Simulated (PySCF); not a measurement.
r2SCAN on S (sulfur, neutral), [Ne] 3s2 3p3 3d1, high-spin 5D determinant (an excited configuration). All numbers are calculated (PySCF 2.14, no relativity, point nucleus, in aug-cc-pV(T+d)Z (6s5p4d2f, 55 functions)).

```
cycle= 1 E= -397.756429413953  delta_E= -0.00282  |g|= 0.0134  |ddm|= 0.118
cycle= 2 E= -397.756472128194  delta_E= -4.27e-05  |g|= 0.00253  |ddm|= 0.036
cycle= 3 E= -397.756475249502  delta_E= -3.12e-06  |g|= 0.000796  |ddm|= 0.00687
cycle= 4 E= -397.75647556985  delta_E= -3.2e-07  |g|= 0.000173  |ddm|= 0.00203
cycle= 5 E= -397.756475586873  delta_E= -1.7e-08  |g|= 7.25e-06  |ddm|= 0.000409
cycle= 6 E= -397.756475586913  delta_E= -4.02e-11  |g|= 7.43e-07  |ddm|= 3.36e-05
converged SCF energy = -397.756475586913  <S^2> = 6.0005478  2S+1 = 5.0002191
```

Highest occupied orbital energy: 1.450 eV; ⟨L²⟩ = 6.01; populations by l: s 6.00, p 9.00, d 1.00, f 0.00.

Can this result be used?

Not for this state. Self-consistency was reached. The outer electron is Rydberg-like, and this basis confines it to a smaller radius and binds it less than a complete one would. At r2SCAN the highest occupied level has a positive energy, so only the finite basis holds that electron; for this excited configuration the basis is too tight for the outer shell.
